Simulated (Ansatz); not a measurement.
`[NH2][Al]([SiH3])[CH2][SiH3]` + H–F → `[NH2][Al]([F])[SiH3]` + `C[SiH3]`  (ligand exchange at the Al–C bond)

Computed with Ansatz on PBE0-D4/def2-TZVP structures; ΔE is electronic, products minus reactants. CCSD(T)/CBS adds triple-zeta CCSD(T) − MP2 to the extrapolated MP2 energy (def2 sets, frozen cores). This one scheme is used for every species. Functionals use def2-TZVPP. One conformer a species, not always the lowest.

```csv
species,PBE energy (Eh)
`[NH2][Al]([SiH3])[CH2][SiH3]`,-919.81893
H–F,-100.39340
`[NH2][Al]([F])[SiH3]`,-689.27018
`C[SiH3]`,-331.00861
```

Q: Work out ΔE.

A: ΔE = (-689.27018) + (-331.00861) − (-919.81893) − (-100.39340) = -0.06646 Eh = -174.5 kJ/mol. CCSD(T)/CBS gives -174.2 kJ/mol.

Largest T1 diagnostic among the species: 0.013.

The D4 term adds +12.5 kJ/mol with B3LYP and +7.4 kJ/mol with PBE0; it sums over pairs of atoms, weighted by their polarisabilities, and B3LYP, whose exchange is more repulsive, gets the larger term. In def2-TZVPP, CCSD(T) changes the Hartree–Fock value by +28.9 kJ/mol (the triples alone add +4.7 kJ/mol) and MP2 by +28.9 kJ/mol.

B3LYP here is the variant with VWN-RPA as its local correlation; programs differ in this.
